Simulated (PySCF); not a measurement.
# Two-component Hartree-Fock for La²⁰⁺ (lanthanum, charge +20)

Start: [Kr] 4d1; 4d3/2 filled at m_j = +3/2. Calculated with PySCF 2.14 in an even-tempered Gaussian basis (18 s from 1.3 bohr⁻², ratio 2.8; 14 p from 1.7 bohr⁻², ratio 2.8; 9 d from 1.7 bohr⁻², ratio 2.8; 4 f from 5.8 bohr⁻², ratio 3): generalised Hartree-Fock with the X2C-1e Hamiltonian and a Gaussian nucleus; spin-orbit coupling (SO) screened by Boettger's factors.

```json
{"spinor shell": "1s1/2", "electrons": "2", "ε, screened SO (eV)": "-39654.1", "weight of nominal j (screened SO)": "1.000", "rms radius, screened SO (bohr)": "0.0286"}
{"spinor shell": "2s1/2", "electrons": "2", "ε, screened SO (eV)": "-6869.6", "weight of nominal j (screened SO)": "1.000", "rms radius, screened SO (bohr)": "0.116"}
{"spinor shell": "2p1/2", "electrons": "2", "ε, screened SO (eV)": "-6497.3", "weight of nominal j (screened SO)": "1.000", "rms radius, screened SO (bohr)": "0.1000"}
{"spinor shell": "2p3/2", "electrons": "4", "ε, screened SO (eV)": "-6079.5", "weight of nominal j (screened SO)": "1.000", "rms radius, screened SO (bohr)": "0.106"}
{"spinor shell": "3s1/2", "electrons": "2", "ε, screened SO (eV)": "-1910.0", "weight of nominal j (screened SO)": "1.000", "rms radius, screened SO (bohr)": "0.302"}
{"spinor shell": "3p1/2", "electrons": "2", "ε, screened SO (eV)": "-1753.1", "weight of nominal j (screened SO)": "1.000", "rms radius, screened SO (bohr)": "0.293"}
{"spinor shell": "3p3/2", "electrons": "4", "ε, screened SO (eV)": "-1668.0", "weight of nominal j (screened SO)": "1.000", "rms radius, screened SO (bohr)": "0.305"}
{"spinor shell": "3d3/2", "electrons": "4", "ε, screened SO (eV)": "-1396.7", "weight of nominal j (screened SO)": "1.000", "rms radius, screened SO (bohr)": "0.276"}
{"spinor shell": "3d5/2", "electrons": "6", "ε, screened SO (eV)": "-1377.6", "weight of nominal j (screened SO)": "1.000", "rms radius, screened SO (bohr)": "0.280"}
{"spinor shell": "4s1/2", "electrons": "2", "ε, screened SO (eV)": "-751.03", "weight of nominal j (screened SO)": "1.000", "rms radius, screened SO (bohr)": "0.649"}
{"spinor shell": "4p1/2", "electrons": "2", "ε, screened SO (eV)": "-685.34", "weight of nominal j (screened SO)": "0.998", "rms radius, screened SO (bohr)": "0.664"}
{"spinor shell": "4d3/2", "electrons": "1", "ε, screened SO (eV)": "-566.47", "weight of nominal j (screened SO)": "1.000", "rms radius, screened SO (bohr)": "0.702"}
```

**Question.** Where does 4p3/2 lie, and what is the 4p spin-orbit splitting (screened SO)?

**Answer.** At -660.52 eV, 24.817 eV above 4p1/2.

```
   quantity  screened SO
E (hartree)  -8326.69299
        M_J          3/2
       ⟨J²⟩        3.752
       ⟨L²⟩        6.030
       ⟨S²⟩        0.777
```

Each row is a mean over spinors that exchange with the open shell spreads, by up to 8.894 eV (4p1/2).

Breit and QED terms are absent; they matter most for the inner s and p1/2 levels.

Densities and radii are taken from the X2C orbitals without a picture-change correction, which distorts them close to the nucleus.
